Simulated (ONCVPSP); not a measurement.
## Pseudopotential generation for S (Z = 16): ONCV, PBE, fully relativistic.

ONCVPSP 4.0.1 was run on this input:

```
# ATOM AND REFERENCE CONFIGURATION
# atsym  z   nc   nv     iexc    psfile
  S 16.00    3    2        4      upf
#
#   n    l    f
    1    0    2.00
    2    0    2.00
    2    1    6.00
    3    0    2.00
    3    1    3.75
#
# PSEUDOPOTENTIAL AND OPTIMIZATION
# lmax
    2
#
#   l,   rc,      ep,       ncon, nbas, qcut
    0    1.50    0.00    3    7    5.00
    1    1.40    0.00    3    6    4.70
    2    1.25    0.06    4    8    6.70
#
# LOCAL POTENTIAL
# lloc, lpopt,  rc(5),   dvloc0
    4    2    0.85    0.00
#
# VANDERBILT-KLEINMAN-BYLANDER PROJECTORs
# l, nproj, debl
    0    2    3.40
    1    1    1.60
    2    2    0.80
#
# MODEL CORE CHARGE
# icmod, fcfact, rcfact
    0    0.00    0.00
#
# LOG DERIVATIVE ANALYSIS
# epsh1, epsh2, depsh
   -2.00    5.00    0.02
#
# OUTPUT GRID
# rlmax, drl
    6.00    0.01
#
# TEST CONFIGURATIONS
# ncnf
    4
# nvcnf
#   n    l    f
    2
    3    0    2.00
    3    1    4.00
#
    2
    3    0    2.00
    3    1    3.00
#
    2
    3    0    2.00
    3    1    2.00
#
    2
    3    0    1.00
    3    1    5.00
#
```

Command:

```bash
oncvpspr.x < S.dat > S.out
```

Resulting log (shortened: citation, most of the input echo, consistency checks and plot data are left out):

```
ONCVPSP  (Optimized Norm-Conservinng Vanderbilt PSeudopotential)
relativistic version 4.0.1

#   n    l    f        energy (Ha)
    1    0    2.00    -8.8508803D+01
    2    0    2.00    -7.8784679D+00
    2    1    6.00    -5.8344523D+00    -5.8808575D+00
    3    0    2.00    -7.2372167D-01
    3    1    3.75    -3.4076416D-01    -3.4397700D-01

Reference configufation results
  iterations    23
  all-electron total energy (Ha)   -3.98972045D+02

Begin loop to  construct optimized pseudo wave functions
and semi-local pseudopoentials for all angular momenta

   Wellstate for l =  0  n =  5 kap= -1
     eigenvalue =   2.6763
     asymptotic potential =   3.1763
     half-point radius =  3.0883

Calculating optimized projector #   1

 for l=   0

    Fraction of norm inside rc  0.433981
    Optimizing pswf for qcut=   4.99 a_B^-1,  ecut=  12.47 Ha
    Residual kinetic energy error=  4.89D-04 Ha

    Energy error per electron        Cutoff
         Ha          eV             Ha
         0.01000     0.27211        8.12
         0.00100     0.02721       11.44
         0.00010     0.00272       36.29
         0.00001     0.00027       81.85

Calculating optimized projector #   2

 for l=   0

    Fraction of norm inside rc  0.088864
    Optimizing pswf for qcut=   4.99 a_B^-1,  ecut=  12.47 Ha
    Residual kinetic energy error=  2.02D-03 Ha

    Energy error per electron        Cutoff
         Ha          eV             Ha
         0.01000     0.27211       10.38
         0.00100     0.02721       14.00
         0.00010     0.00272       39.69
         0.00001     0.00027       71.14

Calculating optimized projector #   1

 for l=   1

    Fraction of norm inside rc  0.244048
    Optimizing pswf for qcut=   4.71 a_B^-1,  ecut=  11.09 Ha
    Residual kinetic energy error=  3.84D-04 Ha

    Energy error per electron        Cutoff
         Ha          eV             Ha
         0.01000     0.27211        4.05
         0.00100     0.02721        6.00
         0.00010     0.00272       24.38
         0.00001     0.00027       52.46

Calculating optimized projector #   1

 for l=   1

    Fraction of norm inside rc  0.247217
    Optimizing pswf for qcut=   4.71 a_B^-1,  ecut=  11.09 Ha
    Residual kinetic energy error=  3.87D-04 Ha

    Energy error per electron        Cutoff
         Ha          eV             Ha
         0.01000     0.27211        4.10
         0.00100     0.02721        6.03
         0.00010     0.00272       24.77
         0.00001     0.00027       52.90

   Wellstate for l =  2  n =  3 kap= -3
     eigenvalue =   0.0600
     asymptotic potential =   0.5600
     half-point radius = 12.4102

   Wellstate for l =  2  n =  4 kap= -3
     eigenvalue =   0.8600
     asymptotic potential =   1.3600
     half-point radius =  4.4268

Calculating optimized projector #   1

 for l=   2

    Fraction of norm inside rc  0.023451
    Optimizing pswf for qcut=   6.71 a_B^-1,  ecut=  22.52 Ha
    Residual kinetic energy error=  4.30D-04 Ha

    Energy error per electron        Cutoff
         Ha          eV             Ha
         0.01000     0.27211        9.27
         0.00100     0.02721       19.02
         0.00010     0.00272       49.48
         0.00001     0.00027      140.19

Calculating optimized projector #   2

 for l=   2

    Fraction of norm inside rc  0.117507
    Optimizing pswf for qcut=   6.71 a_B^-1,  ecut=  22.52 Ha
    Residual kinetic energy error=  3.46D-03 Ha

    Energy error per electron        Cutoff
         Ha          eV             Ha
         0.01000     0.27211       18.44
         0.00100     0.02721       27.40
         0.00010     0.00272      119.56
         0.00001     0.00027      195.37

   Wellstate for l =  2  n =  3 kap=  2
     eigenvalue =   0.0600

   Wellstate for l =  2  n =  4 kap=  2
     eigenvalue =   0.8600

Calculating optimized projector #   1

 for l=   2

    Fraction of norm inside rc  0.023507
    Optimizing pswf for qcut=   6.71 a_B^-1,  ecut=  22.52 Ha
    Residual kinetic energy error=  4.32D-04 Ha

    Energy error per electron        Cutoff
         Ha          eV             Ha
         0.01000     0.27211        9.29
         0.00100     0.02721       19.04
         0.00010     0.00272       49.64
         0.00001     0.00027      140.26

Calculating optimized projector #   2

 for l=   2

    Fraction of norm inside rc  0.117631
    Optimizing pswf for qcut=   6.71 a_B^-1,  ecut=  22.52 Ha
    Residual kinetic energy error=  3.48D-03 Ha

    Energy error per electron        Cutoff
         Ha          eV             Ha
         0.01000     0.27211       18.46
         0.00100     0.02721       27.42
         0.00010     0.00272      119.84
         0.00001     0.00027      195.43

Construct Vanderbilt / Kleinmman-Bylander projectors

B matrix Hermiticity error, ll=  0  kap= -1
   1   2   -2.1208D-04

  Orthonormal projector coefficients  9.0244E+00  1.2052E+00

B matrix Hermiticity error, ll=  2  kap= -3
   1   2    7.7232D-06

  Orthonormal projector coefficients -4.6171E+01 -2.3108E+00

B matrix Hermiticity error, ll=  2  kap=  2
   1   2    7.7363D-06

  Orthonormal projector coefficients -4.6116E+01 -2.3138E+00

 Orthonormal scalar projector coefficients, l =  1
  2.7766E+00  1.6446E-05

 Orthonormal spin-orbit projector coefficients, l =  1
  9.9055E-03 -9.2200E-03

 Orthonormal scalar projector coefficients, l =  2
 -4.6149E+01 -2.3120E+00 -9.5243E-07 -3.3006E-07

 Orthonormal spin-orbit projector coefficients, l =  2
 -2.3245E-02  2.3694E-03 -6.3475E-04  4.2641E-04

Pseudoatom total energy  -10.002383

Diagnostic tests using Vanderbilt-Kleinman-Bylander pseudopotentials
  relativistic with J = L +/- 1/2 projectors

   l  kap   rcore       rmatch      e in        delta e    norm test   slope test

   0  -1   1.5011057   1.5466825  -0.7237217   0.0000378   1.0000513   1.0003708
   0  -1   1.5011057   1.5466825   2.6762783  -0.0000127   1.0003053   1.0003053

   1  -2   1.4055085   1.4481828  -0.3407642   0.0000043   1.0000105   0.9998739
   1   1   1.4055085   1.4481828  -0.3439770   0.0000194   1.0000196   0.9999197

   2  -3   1.2545034   1.2925929   0.0600000   0.0000152   1.0000744   1.0000744
   2   2   1.2545034   1.2925929   0.0599677   0.0000274   1.0000764   1.0000764
   2  -3   1.2545034   1.2925929   0.8600000   0.0000213   1.0001050   1.0001050
   2   2   1.2545034   1.2925929   0.8598307   0.0000302   1.0001070   1.0001070

Diagnostic tests using Vanderbilt-Kleinman-Bylander pseudopotentials
  relativistic with scalar and spin-orbit non-local projectors

   l  kap   rcore       rmatch      e in        delta e    norm test   slope test

   0  -1   1.5011057   1.5466825  -0.7237217   0.0000378   1.0000513   1.0003708
   0  -1   1.5011057   1.5466825   2.6762783  -0.0000127   1.0003053   1.0003053

   1  -2   1.4055085   1.4481828  -0.3407642   0.0000022   1.0000082   0.9998993
   1   1   1.4055085   1.4481828  -0.3439770   0.0000173   1.0000172   0.9999465

   2  -3   1.2545034   1.2925929   0.0600000   0.0000153   1.0000744   1.0000744
   2   2   1.2545034   1.2925929   0.0599677   0.0000275   1.0000764   1.0000764
   2  -3   1.2545034   1.2925929   0.8600000   0.0000214   1.0001050   1.0001050
   2   2   1.2545034   1.2925929   0.8598307   0.0000304   1.0001070   1.0001070

Ghost test for J = L + 1/2

 Testing for bound ghosts
   n   l    E NL Schr. Eq   E Basis Diag.   E Cutoff

   1   0       -0.723684       -0.719631     82.95

   2   1       -0.340760       -0.313380     49.09

 Testing for highly-localized positive-energy ghosts
       l    <radius>/rc     E Basis Diag.   E Cutoff

       0        0.913629        7.397709     82.95  WARNING - GHOST(+)

       2        0.908496       97.948528    217.30  WARNING - GHOST(+)

Ghost test for J = L - 1/2

 Testing for bound ghosts
   n   l    E NL Schr. Eq   E Basis Diag.   E Cutoff

   1   0       -0.723684       -0.719631     82.95

   2   1       -0.343958       -0.317100     49.09

 Testing for highly-localized positive-energy ghosts
       l    <radius>/rc     E Basis Diag.   E Cutoff

       0        0.913629        7.397709     82.95  WARNING - GHOST(+)

       2        0.912105       97.954943    217.30  WARNING - GHOST(+)

Test configuration 0

   n   l kap    f        eae           eps        diff
   1   0  -1  2.0000  -88.50880291
   2   0  -1  2.0000   -7.87846788
   2   1  -2  4.0000   -5.83445228
   2   1   1  2.0000   -5.88085752
   3   0  -1  2.0000   -0.72372167   -0.72368392    3.78E-05
   3   1  -2  2.5000   -0.34076416   -0.34075989    4.27E-06
   3   1   1  1.2500   -0.34397700   -0.34395762    1.94E-05

    Total energies and differences
      AE_ref= -3.98972045E+02  AE_tst= -3.98972045E+02  dif=  0.00E+00
      PS_ref= -1.00023828E+01  PS_tst= -1.00023828E+01  dif=  3.55E-15
      PSP excitation error= -3.55E-15

Test configuration 1

   n   l kap    f        eae           eps        diff
   1   0  -1  2.0000  -88.40810995
   2   0  -1  2.0000   -7.77923427
   2   1  -2  4.0000   -5.73506204
   2   1   1  2.0000   -5.78145904
   3   0  -1  2.0000   -0.63412757   -0.63414236   -1.48E-05
   3   1  -2  2.6667   -0.25652732   -0.25655732   -3.00E-05
   3   1   1  1.3333   -0.25960403   -0.25962028   -1.63E-05

    Total energies and differences
      AE_ref= -3.98972045E+02  AE_tst= -3.99046882E+02  dif= -7.48E-02
      PS_ref= -1.00023828E+01  PS_tst= -1.00772222E+01  dif= -7.48E-02
      PSP excitation error=  2.35E-06

Test configuration 2

   n   l kap    f        eae           eps        diff
   1   0  -1  2.0000  -88.84847309
   2   0  -1  2.0000   -8.21068259
   2   1  -2  4.0000   -6.16742681
   2   1   1  2.0000   -6.21387432
   3   0  -1  2.0000   -1.01533703   -1.01501304    3.24E-04
   3   1  -2  2.0000   -0.61599135   -0.61577133    2.20E-04
   3   1   1  1.0000   -0.61962927   -0.61938821    2.41E-04

    Total energies and differences
      AE_ref= -3.98972045E+02  AE_tst= -3.98614378E+02  dif=  3.58E-01
      PS_ref= -1.00023828E+01  PS_tst= -9.64479285E+00  dif=  3.58E-01
      PSP excitation error=  7.68E-05

Test configuration 3

   n   l kap    f        eae           eps        diff
   1   0  -1  2.0000  -89.38067119
   2   0  -1  2.0000   -8.72469448
   2   1  -2  4.0000   -6.68321760
   2   1   1  2.0000   -6.72976825
   3   0  -1  2.0000   -1.44768876   -1.44657766    1.11E-03
   3   1  -2  1.3333   -1.02675237   -1.02589170    8.61E-04
   3   1   1  0.6667   -1.03099723   -1.03010041    8.97E-04

    Total energies and differences
      AE_ref= -3.98972045E+02  AE_tst= -3.97795465E+02  dif=  1.18E+00
      PS_ref= -1.00023828E+01  PS_tst= -8.82639144E+00  dif=  1.18E+00
      PSP excitation error=  5.88E-04

Test configuration 4

   n   l kap    f        eae           eps        diff
   1   0  -1  2.0000  -88.46235996
   2   0  -1  2.0000   -7.83223868
   2   1  -2  4.0000   -5.78755387
   2   1   1  2.0000   -5.83395976
   3   0  -1  1.0000   -0.65897504   -0.65903670   -6.17E-05
   3   1  -2  3.3333   -0.27676017   -0.27671834    4.18E-05
   3   1   1  1.6667   -0.27995587   -0.27990106    5.48E-05

    Total energies and differences
      AE_ref= -3.98972045E+02  AE_tst= -3.98667978E+02  dif=  3.04E-01
      PS_ref= -1.00023828E+01  PS_tst= -9.69827183E+00  dif=  3.04E-01
      PSP excitation error= -4.45E-05
```

The run took about 4.5 s on one core of a shared server CPU.
